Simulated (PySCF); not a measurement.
## Working with the constants of AgI

PBE0 constants of AgI, ¹Σ⁺ (singlet), closed shell (basis Ag cc-pVTZ-PP with ECP28, I cc-pVTZ-PP with ECP28; scalar-relativistic core potentials; PySCF 2.14; masses 106.9051 and 126.9045 u):

```
ωe                      : 203.8 cm⁻¹
ωexe                    : 0.47 cm⁻¹
Be                      : 0.044306 cm⁻¹
αe                      : 0.000145 cm⁻¹
D (centrifugal)         : 8.37e-09 cm⁻¹
De to Ag (4d10 5s1) + I : 2.60 eV
```

**Question.** Estimate the standard entropy (1 bar) and heat capacity of the ideal gas at 1500 K, rigid rotor with B0 and harmonic oscillator at the fundamental.

**Answer.** Translation (Sackur–Tetrode, M = 233.81 u): 210.5 J/(mol K). Rotation: q = kT/(σB0) = 23600 with σ = 1, 92.0. Vibration: x = hcν0/kT = 0.195, 21.94. S° = 324.4 J/(mol K); Cp = 7R/2 + 8.29 = 37.4 J/(mol K).

Measured values (Huber and Herzberg, Constants of Diatomic Molecules (1979)): ωe = 206.52 cm⁻¹, ωexe = 0.445 cm⁻¹, Be = 0.04486806 cm⁻¹, αe = 0.00014139 cm⁻¹.

Spin–orbit coupling is left out, which matters for elements this heavy, above all for dissociation energies.
